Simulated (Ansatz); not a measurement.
Geometry optimisation of Sr2S2⁻.

```yaml
crystal:
  periodic: [false, false, false]
  atoms:
    - {symbol: Sr, position_ang: [1.820510, 0.103624, 0.043791]}
    - {symbol: Sr, position_ang: [-1.820445, -0.103583, -0.043888]}
    - {symbol: S, position_ang: [-0.118224, 1.979611, 0.230928]}
    - {symbol: S, position_ang: [0.118159, -1.979652, -0.230830]}
basis:
  gaussian: {orbitals: def2-TZVPD}
total_charge: -1
magnetization: {spin_polarized: true, initial_magnetization: 3}
hamiltonian: {xc: pbe0, dispersion: d4}
scf: {lower_state_search: "off"}
output: {orbitals: {seedname: orbitals}}
relax: {f_tol: 0.02, max_steps: 100}
```

```sh
$ ansatz run in.yaml --threads 4 --pin off --events-out ev --progress --plain --max-ram 3916MiB
```

Output, abridged:

```
Functional definition: PBE0
mean field -23338.67311554 eV, -857.6804174751 hartree, gradient 8.4e-6 eV, S^2 3.764879; 0 other end points of the search recorded, 0 dependent functions left out
relax step   1: F+E_penalty+E_count = -23338.80641059 eV  Δ(F+E_penalty+E_count) = +0.000e0 eV  max|allowed force component| = 1.393e0 eV/Å  Δτ_max = 0.0000 Å  (22 SCF iters, accepted)
mean field -23338.88875345 eV, -857.6883420225 hartree, gradient 2.7e-6 eV, S^2 3.764192; 0 other end points of the search recorded, 0 dependent functions left out
relax step   2: F+E_penalty+E_count = -23339.02073505 eV  Δ(F+E_penalty+E_count) = -2.143e-1 eV  max|allowed force component| = 7.526e-1 eV/Å  Δτ_max = 0.1946 Å  (87 SCF iters, accepted)
mean field -23339.08840342 eV, -857.6956790235 hartree, gradient 1.1e-6 eV, S^2 3.761876; 0 other end points of the search recorded, 0 dependent functions left out
relax step   3: F+E_penalty+E_count = -23339.22733948 eV  Δ(F+E_penalty+E_count) = -2.066e-1 eV  max|allowed force component| = 5.519e-1 eV/Å  Δτ_max = 0.1948 Å  (28 SCF iters, accepted)
mean field -23339.16478610 eV, -857.6984860351 hartree, gradient 3.3e-6 eV, S^2 3.759982; 0 other end points of the search recorded, 0 dependent functions left out
relax step   4: F+E_penalty+E_count = -23339.30885587 eV  Δ(F+E_penalty+E_count) = -8.152e-2 eV  max|allowed force component| = 1.905e-1 eV/Å  Δτ_max = 0.1653 Å  (21 SCF iters, accepted)
mean field -23339.16872050 eV, -857.6986306215 hartree, gradient 2.4e-6 eV, S^2 3.759794; 0 other end points of the search recorded, 0 dependent functions left out
relax step   5: F+E_penalty+E_count = -23339.31334888 eV  Δ(F+E_penalty+E_count) = -4.493e-3 eV  max|allowed force component| = 3.524e-2 eV/Å  Δτ_max = 0.0162 Å  (22 SCF iters, accepted)
mean field -23339.16917655 eV, -857.6986473812 hartree, gradient 2.1e-6 eV, S^2 3.759870; 0 other end points of the search recorded, 0 dependent functions left out
relax step   6: F+E_penalty+E_count = -23339.31366623 eV  Δ(F+E_penalty+E_count) = -3.174e-4 eV  max|allowed force component| = 3.344e-3 eV/Å  Δτ_max = 0.0078 Å  (23 SCF iters, accepted)
mean field -23339.16929804 eV, -857.6986518457 hartree, gradient 9.9e-7 eV, S^2 3.759872; 0 other end points of the search recorded, 0 dependent functions left out
relax step   7: F+E_penalty+E_count = -23339.31378450 eV  Δ(F+E_penalty+E_count) = -1.183e-4 eV  max|allowed force component| = 6.583e-3 eV/Å  Δτ_max = 0.0200 Å  (26 SCF iters, accepted)
mean field -23339.16967878 eV, -857.6986658377 hartree, gradient 1.1e-6 eV, S^2 3.759886; 0 other end points of the search recorded, 0 dependent functions left out
relax step   8: F+E_penalty+E_count = -23339.31414404 eV  Δ(F+E_penalty+E_count) = -3.595e-4 eV  max|allowed force component| = 9.633e-3 eV/Å  Δτ_max = 0.0215 Å  (26 SCF iters, accepted)
mean field -23339.17114936 eV, -857.6987198806 hartree, gradient 3.2e-6 eV, S^2 3.759928; 0 other end points of the search recorded, 0 dependent functions left out
relax step   9: F+E_penalty+E_count = -23339.31556062 eV  Δ(F+E_penalty+E_count) = -1.417e-3 eV  max|allowed force component| = 2.805e-2 eV/Å  Δτ_max = 0.0461 Å  (25 SCF iters, accepted)
mean field -23339.17132819 eV, -857.6987264525 hartree, gradient 1.3e-6 eV, S^2 3.759909; 0 other end points of the search recorded, 0 dependent functions left out
relax step  10: F+E_penalty+E_count = -23339.31581457 eV  Δ(F+E_penalty+E_count) = -2.540e-4 eV  max|allowed force component| = 1.096e-2 eV/Å  Δτ_max = 0.0048 Å  (29 SCF iters, accepted)
mean field -23339.17169552 eV, -857.6987399517 hartree, gradient 1.7e-6 eV, S^2 3.759899; 0 other end points of the search recorded, 0 dependent functions left out
relax step  11: F+E_penalty+E_count = -23339.31623973 eV  Δ(F+E_penalty+E_count) = -4.252e-4 eV  max|allowed force component| = 2.095e-2 eV/Å  Δτ_max = 0.0113 Å  (25 SCF iters, accepted)
mean field -23339.17874081 eV, -857.6989988611 hartree, gradient 2.5e-6 eV, S^2 3.759951; 0 other end points of the search recorded, 0 dependent functions left out
relax step  12: F+E_penalty+E_count = -23339.32366713 eV  Δ(F+E_penalty+E_count) = -7.427e-3 eV  max|allowed force component| = 3.346e-2 eV/Å  Δτ_max = 0.1955 Å  (26 SCF iters, accepted)
mean field -23339.17930439 eV, -857.6990195724 hartree, gradient 2.5e-6 eV, S^2 3.760026; 0 other end points of the search recorded, 0 dependent functions left out
relax step  13: F+E_penalty+E_count = -23339.32408874 eV  Δ(F+E_penalty+E_count) = -4.216e-4 eV  max|allowed force component| = 7.641e-3 eV/Å  Δτ_max = 0.0106 Å  (25 SCF iters, accepted)
Total energy: -23339.32411769 eV, -857.7043413631 hartree
Atom 0 at     2.149200     0.155394    -0.231991 Å, force    -0.005957    -0.000464     0.000673 eV/Å
Atom 1 at    -2.139339    -0.088640    -0.335260 Å, force     0.005925     0.000224     0.000959 eV/Å
Atom 2 at    -0.100644     1.569557     0.470572 Å, force    -0.000442     0.007641     0.000069 eV/Å
Atom 3 at     0.090782    -1.636311     0.096680 Å, force     0.000473    -0.007401    -0.001702 eV/Å
Dipole moment:     0.000119     0.000794    -0.006745 e Å
Checks for a lower state left out: stability, starts, cluster_reference, orbital_swaps, neighbouring_geometries, increment
```

Hardware: 4 threads of Arm Neoverse V1 on a shared host. Wall time 55 s, peak host memory 0.55 GiB.

In the def2 sets Sr takes a core potential; there is no spin–orbit coupling. At PBE0-D4/def2-TZVPD a doublet of charge -1 lies 1.52 eV below the quartet, each at its own geometry. The structure comes from a short search, and lower isomers may exist.
